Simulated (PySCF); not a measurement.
C3HClF2, SMILES FC=C=C(F)Cl.

The structure is a stationary point at B3LYP-D3(BJ)/def2-SVP. The structure was generated by enumeration; whether it is a known compound was not checked.

Two levels are set side by side: PBE/def2-TZVP (PySCF) and B3LYP/def2-TZVP (PySCF). Same geometry, gas phase. Differences are taken from unrounded values.

```tsv
quantity	B3LYP	PBE	PBE minus B3LYP
orbital gap (eV)	6.44	4.66	-1.78
highest occupied level (eV)	-7.79	-6.74	1.05
lowest empty level (eV)	-1.35	-2.08	-0.73
dipole moment (D)	1.38	1.24	-0.14
mean polarisability (bohr³)	52.3	53.6	1.3
```

PBE's occupied levels lie high since its potential decays too fast outside the molecule; exact exchange lowers them and widens the gap. Differences between two approximate levels are no errors against the true value.

Rough cost on one machine, each run with all the roots and properties that it gave: B3LYP against PBE within a factor of 2.
